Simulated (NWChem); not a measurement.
System: SiHSF₃; SMILES F[Si](F)(F)S

The following NWChem deck was run.

```
start job
memory heap 200 mb stack 900 mb global 1100 mb
geometry units angstroms
  F      0.783874    -0.941763    -1.251860
  Si    -0.010955    -0.340000    -0.000851
  F      0.694713    -0.952023     1.297717
  F     -1.516610    -0.867532    -0.052195
  S     -0.058497     1.754353     0.000794
  H      1.290800     1.846789     0.006210
end
basis spherical
  F library sto-3g
  Si library sto-3g
  S library sto-3g
  H library sto-3g
end
dft
  xc hfexch
  iterations 150
end
driver
  maxiter 120
end
task dft optimize
task dft freq
```

The level has its own optimisation; frequencies are unscaled.

### Question
What results follow from this input? (Hartree-Fock/STO-3G.) Quantities: r F–Si (Å); r S–Si (Å); r H–S (Å); highest harmonic frequency (cm⁻¹); lowest (cm⁻¹); zero-point energy (kcal/mol); dipole (D).

### Answer
The r F–Si (Å) comes out as 1.598. The r S–Si (Å) is 2.098, the r H–S (Å) comes out as 1.329 and the highest harmonic frequency (cm⁻¹) is 3278. The lowest (cm⁻¹) comes out as 80, the zero-point energy (kcal/mol) comes out as 13.6 and the dipole (D) comes out as 0.99.
